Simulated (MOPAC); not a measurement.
Input file for MOPAC: PM3 on FGaH2 (SMILES [F][GaH2]), a point of a bond scan (R = 4.779 Å).

```
PM3 1SCF PRECISE CHARGE=0 THREADS=1
FGaH2

Ga    -0.15314797 1    -0.29827289 1     0.09911006 1
H      0.62376958 1    -1.05783376 1     1.21321406 1
H     -1.47626948 1    -0.60250567 1    -0.66151679 1
F      1.94037760 1     3.77910360 1    -1.25571984 1
```

It printed:

```
*******************************************************************************
 **                                                                           **
 **                              MOPAC v23.2.5                                **
 **                                                                           **
 *******************************************************************************
 ** MOPAC's Digital Object Identifier: https://doi.org/10.5281/zenodo.6511958 **
 **                                                                           **
 ** Please cite the open-source release paper for use of this MOPAC version:  **
 ** J. E. Moussa and J. J. P. Stewart (2026)                                  **
 ** MOPAC: An open-source semiempirical molecular orbital program             **
 ** J. Open Source Softw., 11(119), 8025, https://doi.org/10.21105/joss.08025 **
 *******************************************************************************

                              PM3 CALCULATION RESULTS

 *******************************************************************************
 *  PM3        - The PM3 Hamiltonian to be used
 *
 *
 *
 *                 CHARGE ON SYSTEM = 0
 *
 *
 *
 *  PRECISE    - TIGHTER CRITERIA TO BE USED
 *  1SCF       - DO 1 SCF AND THEN STOP
 *  THREADS=1  - MULTI-THREADING NOT USED
 *  T=         - A TIME OF 172800.0 SECONDS REQUESTED
 *  DUMP=N     - RESTART FILE WRITTEN EVERY 7200.0 SECONDS REQUESTED
 *******************************************************************************
PM3 1SCF PRECISE CHARGE=0 THREADS=1
 FGaH2

   ATOM   CHEMICAL          X               Y               Z
  NUMBER   SYMBOL      (ANGSTROMS)     (ANGSTROMS)     (ANGSTROMS)

     1      Ga         -0.15314797  *  -0.29827289  *   0.09911006  *
     2       H          0.62376958  *  -1.05783376  *   1.21321406  *
     3       H         -1.47626948  *  -0.60250567  *  -0.66151679  *
     4       F          1.94037760  *   3.77910360  *  -1.25571984  *



          CARTESIAN COORDINATES

    NO.       ATOM           X           Y           Z

     1        Ga         -0.1531     -0.2983      0.0991
     2         H          0.6238     -1.0578      1.2132
     3         H         -1.4763     -0.6025     -0.6615
     4         F          1.9404      3.7791     -1.2557

  H: (PM3): J. J. P. STEWART, J. COMP. CHEM. 10, 209 (1989).
  F: (PM3): J. J. P. STEWART, J. COMP. CHEM. 10, 209 (1989).
 Ga: (PM3): J. J. P. STEWART, J. COMP. CHEM. 12, 320-341 (1991).

           Empirical Formula: H2 Ga F  =     4 atoms



      MOLECULAR POINT GROUP   :   C2v


      RHF CALCULATION, NO. OF DOUBLY OCCUPIED LEVELS = 6


 -------------------------------------------------------------------------------
 PM3 1SCF PRECISE CHARGE=0 THREADS=1
 FGaH2



     1SCF WAS SPECIFIED, SO BFGS WAS NOT USED
     SCF FIELD WAS ACHIEVED


                              PM3 CALCULATION
                                                       MOPAC v23.2.5 Linux




          FINAL HEAT OF FORMATION =        152.54066 KCAL/MOL =     638.23013 KJ/MOL


          COSMO AREA              =        102.03 SQUARE ANGSTROMS
          COSMO VOLUME            =         73.65 CUBIC ANGSTROMS

          IONIZATION POTENTIAL    =          8.776122 EV
          HOMO LUMO ENERGIES (EV) =         -8.776 -4.661
          NO. OF FILLED LEVELS    =          6
          MOLECULAR WEIGHT        =         90.7492         POINT GROUP:  C2v

          MOLECULAR DIMENSIONS (Angstroms)

            Atom       Atom       Distance
            F     4    H     3     5.58794
            H     3    H     2     2.75729
            F     4   Ga     1     0.00000


          SCF CALCULATIONS        =          1





   ATOM   CHEMICAL          X               Y               Z
  NUMBER   SYMBOL      (ANGSTROMS)     (ANGSTROMS)     (ANGSTROMS)

     1      Ga         -0.15314797  *  -0.29827289  *   0.09911006  *
     2       H          0.62376958  *  -1.05783376  *   1.21321406  *
     3       H         -1.47626948  *  -0.60250567  *  -0.66151679  *
     4       F          1.94037760  *   3.77910360  *  -1.25571984  *

                             CARTESIAN COORDINATES

   1   Ga       -0.153147970    -0.298272890     0.099110060
   2    H        0.623769580    -1.057833760     1.213214060
   3    H       -1.476269480    -0.602505670    -0.661516790
   4    F        1.940377600     3.779103600    -1.255719840


           Empirical Formula: H2 Ga F  =     4 atoms



      MOLECULAR POINT GROUP   :   C2v


                  EIGENVALUES
 -19.03379 -15.52535 -13.22095 -11.36713 -11.36665  -8.77612  -4.66130  -4.25721
  -1.97335  -1.48431


              NET ATOMIC CHARGES AND DIPOLE CONTRIBUTIONS

  ATOM NO.   TYPE          CHARGE      No. of ELECS.   s-Pop       p-Pop
    1         Ga           0.379190        2.6208     1.31045     1.31035
    2          H           0.034188        0.9658     0.96581
    3          H           0.034188        0.9658     0.96581
    4          F          -0.447566        7.4476     1.98060     5.46697
 DIPOLE           X         Y         Z       TOTAL
 POINT-CHG.    -4.590    -8.940     2.971    10.479
 HYBRID        -0.046    -0.089     0.029     0.104
 SUM           -4.636    -9.029     3.000    10.583


          ATOMIC ORBITAL ELECTRON POPULATIONS

     Atom    s        px        py        pz
    1 Ga   1.31045   0.53471   0.38563   0.39001
    2  H   0.96581
    3  H   0.96581
    4  F   1.98060   1.89740   1.61298   1.95659

 **********************
 *                    *
 * JOB ENDED NORMALLY *
 *                    *
 **********************




 == MOPAC DONE ==
```

The run finished.

Cost: about 0.05 core-seconds (a rough figure).
